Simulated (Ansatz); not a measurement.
Start from `BOC[SiH2]Br` and change one atom or group to get `BOCF`.

Ansatz, PBE0-D4/def2-TZVP geometries, multiplicity 1. Each molecule was computed in one conformer, which needn't be the lowest.

Scalar relativity is left out up to krypton. Spin–orbit coupling is left out; it splits and shifts lone-pair levels of the heavy atoms by tenths of an eV.

```tsv
property	`BOC[SiH2]Br`
HOMO–LUMO gap (B3LYP/def2-TZVPP) / eV	7.39
LUMO energy (PBE/def2-TZVPP) / eV	-1.49
size of the dipole moment (B3LYP/def2-TZVPP) / D	2.23
LUMO energy (ωB97M-V/def2-TZVPP) / eV	1.35
LUMO energy (B3LYP/def2-TZVPP) / eV	-0.74
HOMO energy (PBE0/def2-TZVPP) / eV	-8.36
```

Problem. Give the same properties after the change, and the shifts. (Best estimate.)

Solution. Ansatz gave: 
```json
{"property": "HOMO–LUMO gap (B3LYP/def2-TZVPP) / eV", "`BOCF`": "7.84", "shift": "0.45"}
{"property": "LUMO energy (PBE/def2-TZVPP) / eV", "`BOCF`": "-1.81", "shift": "-0.32"}
{"property": "size of the dipole moment (B3LYP/def2-TZVPP) / D", "`BOCF`": "1.72", "shift": "-0.51"}
{"property": "LUMO energy (ωB97M-V/def2-TZVPP) / eV", "`BOCF`": "1.10", "shift": "-0.25"}
{"property": "LUMO energy (B3LYP/def2-TZVPP) / eV", "`BOCF`": "-1.05", "shift": "-0.31"}
{"property": "HOMO energy (PBE0/def2-TZVPP) / eV", "`BOCF`": "-9.09", "shift": "-0.73"}
```

With PBE0 the HOMO falls by 0.73 eV and the LUMO falls by 0.30 eV, so the gap widens by about 0.43 eV. PBE moves the HOMO by -0.44 eV and ωB97M-V by -0.88 eV. Dipoles are sizes alone; their direction can turn.

B3LYP here is the variant with VWN-RPA as its local correlation; programs differ in this.
